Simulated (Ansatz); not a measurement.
`[Br][InH][CH]1C=N1` + H₂ → `[Br][InH2]` + `C1=NC1`  (hydrogenolysis of the In–C bond)

Program: Ansatz. Geometries: PBE0-D4/def2-TZVP. ΔE: electronic, gas phase. CCSD(T)/CBS adds triple-zeta CCSD(T) − MP2 to the extrapolated MP2 energy (def2 sets, frozen cores). This one scheme is used for every species. DFT in def2-TZVPP. B3LYP here is the variant with VWN-RPA as its local correlation; programs differ in this. HSE06 is defined as in plane-wave codes. def2 core potentials past Kr. For Br, In outer-core shells are correlated without core-valence functions, which leaves a few kJ/mol of doubt a bond. Scalar relativity is left out up to krypton. One conformer a species, not always the lowest.

`[Br][InH][CH]1C=N1`:

Z-matrix (Å, degrees):
```
C
In 1 2.133
N 1 1.559 2 117.4
C 1 1.451 2 121.3 3 56.1
H 1 1.089 2 118.6 3 -143.0
Br 2 2.496 1 107.3 3 -48.8
H 2 1.705 1 138.5 3 132.1
H 4 1.082 1 150.2 2 79.2
```

H₂:

```xyz
2

H    -0.207    0.273    0.148
H     0.207   -0.273   -0.148
```

`[Br][InH2]`:

Z-matrix (Å, degrees):
```
In
Br 1 2.484
H 1 1.706 2 113.0
H 1 1.706 2 112.9 3 -180.0
```

`C1=NC1`:

Z-matrix (Å, degrees):
```
C
N 1 1.527
C 1 1.442 2 49.5
H 1 1.086 2 116.4 3 -108.9
H 1 1.086 2 116.4 3 108.8
H 3 1.082 1 152.1 2 -180.0
```

```csv
level,ΔE (kJ/mol),difference from CCSD(T)/CBS
LDA (SPW92),-42.4,-8.8
PBE-D4,-35.2,-1.6
revPBE-D4,-31.1,2.5
BLYP-D4,-32.0,1.6
r2SCAN-D4,-38.5,-4.9
B97M-V,-54.5,-20.9
PBE0-D4,-44.0,-10.4
B3LYP-D4,-40.7,-7.1
r2SCANh-D4,-41.5,-7.9
r2SCAN0-D4,-45.8,-12.2
BHLYP-D4,-50.0,-16.4
CAM-B3LYP-D4,-49.4,-15.8
ωB97X-V,-46.8,-13.2
ωB97M-V,-44.8,-11.2
B2PLYP,-43.7,-10.1
PBE-QIDH,-44.2,-10.6
PBE,-42.7,-9.1
revPBE,-44.3,-10.7
BLYP,-46.6,-13.0
PBE0,-50.8,-17.2
B3LYP,-52.8,-19.2
r2SCANh,-43.8,-10.2
r2SCAN0,-48.3,-14.7
HSE06,-50.3,-16.7
BHLYP,-61.7,-28.1
CAM-B3LYP,-56.7,-23.1
LC-ωPBE,-55.3,-21.7
MP2/def2-SVP,-41.6,-8.0
CCSD/def2-SVP,-56.8,-23.2
CCSD(T)/def2-SVP,-50.6,-17.0
HF/def2-TZVPP,-77.6,-44.0
SCS-MP2/def2-TZVPP,-34.6,-1.0
CCSD/def2-TZVPP,-46.3,-12.7
CCSD(T)/def2-TZVPP,-38.1,-4.5
HF/def2-QZVPP,-77.6,-44.0
MP2/def2-QZVPP,-22.9,10.7
SCS-MP2/def2-QZVPP,-32.4,1.2
HF/CBS(def2),-77.6,-44.0
MP2/CBS(def2),-21.1,12.5
CCSD/CBS(def2),-41.8,-8.2
CCSD(T)/CBS,-33.6,0
```

Largest T1 diagnostic among the species: 0.012.

In def2-TZVPP, CCSD(T) changes the Hartree–Fock value by +39.5 kJ/mol (the triples alone add +8.2 kJ/mol) and MP2 by +52.1 kJ/mol. Leaving LDA and LC-ωPBE aside and taking each functional with its dispersion term where it has one, the values spread over 23.5 kJ/mol, from B97M-V to revPBE-D4.

CCSD(T)/CBS has its own doubt, a few kJ/mol and more with outer-core shells, so smaller differences from it don't rank the levels.
